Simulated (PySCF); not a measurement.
## Worked example: refractive index and permittivity of the vapour

Si(F)2(NH2)2 (F2H4N2Si), SMILES F[Si](N)(F)N.

Coordinates come from a PBE0-D3(BJ)/def2-SVP optimisation. One conformer was computed; it need not be the lowest.

PySCF with ωB97X/def2-TZVP gives a mean static polarisability of 35.8 bohr³ and a dipole moment of 2.63 D. Take an ideal gas at 298.15 K and 1 bar, whether or not the substance is that volatile.

### Question
Work out n − 1 in the optical limit and the static ε − 1.

### Answer

Polarisability volume α' = 35.8 × 0.148185 = 5.31 Å³. Number density N = p/kT = 2.43e-5 Å⁻³.
Dilute limit of Lorentz–Lorenz: n − 1 = 2π N α' = 0.00081.
Orientation term of Debye: μ²/(3kT) = 8.098 Å³ × μ²(D²) = 56.01 Å³.
ε − 1 = 4π N (α' + μ²/3kT) = 0.019. Orientation of the dipole supplies 91 % of the static response; it can't follow optical fields. Vibrational polarisation and dispersion are left out.
